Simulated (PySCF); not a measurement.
Run record: geometry optimisation, `C=Cc1ccc(B(C)C)nc1`.

Computed with PBE0-D3(BJ)/def2-SVP geometry optimisation, gas phase (PySCF 2.14.0). Start geometry: GFN2-xTB. The input is one job of a driver script: a line of settings, then coordinates in Å.

Input:
```
{"job": {"xc": "PBE0", "basis": "def2-SVP", "d3": "d3bj", "grid": 2, "kind": "geom"}, "charge": 0, "multiplicity": 1}
C      4.421586     0.056367    -0.218142
C      3.426614     0.444375     0.571401
C      2.005414     0.258288     0.325754
C      1.473353    -0.362593    -0.805058
C      0.103366    -0.480605    -0.930766
C     -0.750792     0.015970     0.064063
B     -2.318019    -0.087594    -0.010955
C     -3.006504    -0.739585    -1.272116
C     -3.165039     0.438081     1.202295
N     -0.225995     0.612967     1.145407
C      1.074644     0.723721     1.265203
H      4.260680    -0.452291    -1.153308
H      5.449082     0.238075     0.046251
H      3.656698     0.951970     1.500551
H      2.123633    -0.747214    -1.577722
H     -0.315411    -0.960029    -1.802651
H     -2.774821    -0.173144    -2.173938
H     -4.089353    -0.794461    -1.194428
H     -2.639161    -1.749933    -1.449040
H     -3.350025    -0.396940     1.879861
H     -4.142688     0.822199     0.919288
H     -2.641624     1.191705     1.783328
H      1.419609     1.217658     2.167737
```

Output:
```
step   0  E = -428.96577566  max force = 0.010818
step   1  E = -428.96830093  max force = 0.001545
step   2  E = -428.96834202  max force = 0.000580
step   3  E = -428.96835872  max force = 0.001129
step   4  E = -428.96837694  max force = 0.000840
step   5  E = -428.96839239  max force = 0.000900
step   6  E = -428.96841436  max force = 0.000800
step   7  E = -428.96842029  max force = 0.000748
step   8  E = -428.96843115  max force = 0.000322
optimisation converged
```

Energies in Eh; «max force» is the largest Cartesian gradient component in Eh/bohr.

Question: How much energy does the optimisation release, in eV?

Answer: E(step 0) − E(last step) = 0.002655 Eh, which is 0.072 eV.

Question: Give the first gradient maximum in eV/Å.

Answer: With 1 Eh/bohr = 51.422 eV/Å, 0.556 eV/Å.

Main results: final energy -428.96843 Eh after 8 steps; dipole 2.33 D.

Question: Where do the atoms end?

Answer: 0.087 Å rms from the input after alignment:
```
atom  x, y, z in Å
C1     4.6373    0.0582   -0.2847
C2     3.6332    0.4915    0.4869
C3     2.2009    0.2962    0.2559
C4     1.6614   -0.3914   -0.8385
C5     0.2841   -0.5122   -0.9509
C6    -0.5623    0.0476    0.0237
B7    -2.1405   -0.0574   -0.0538
C8    -2.8180   -0.7128   -1.3165
C9    -2.9942    0.4756    1.1415
N10   -0.0345    0.7094    1.0744
C11    1.2770    0.8242    1.1777
H12    4.4661   -0.5099   -1.2033
H13    5.6774    0.2598   -0.0192
H14    3.8785    1.0551    1.3944
H15    2.3155   -0.8281   -1.5971
H16   -0.1468   -1.0448   -1.8015
H17   -2.6497   -0.0551   -2.1897
H18   -3.9040   -0.8527   -1.2148
H19   -2.3664   -1.6822   -1.5870
H20   -3.2950   -0.4214    1.7201
H21   -3.9377    0.9482    0.8250
H22   -2.4334    1.1293    1.8228
H23    1.6553    1.3735    2.0504
```

On one thread, Arm Neoverse V1 (aarch64), no GPU, shared host with 32 logical CPUs at a one-minute load of 17, this took 4.1 min wall and 0.99 GiB of memory at its peak.
Labels such as C1 count atoms from 1, the log's own numbers from 0.
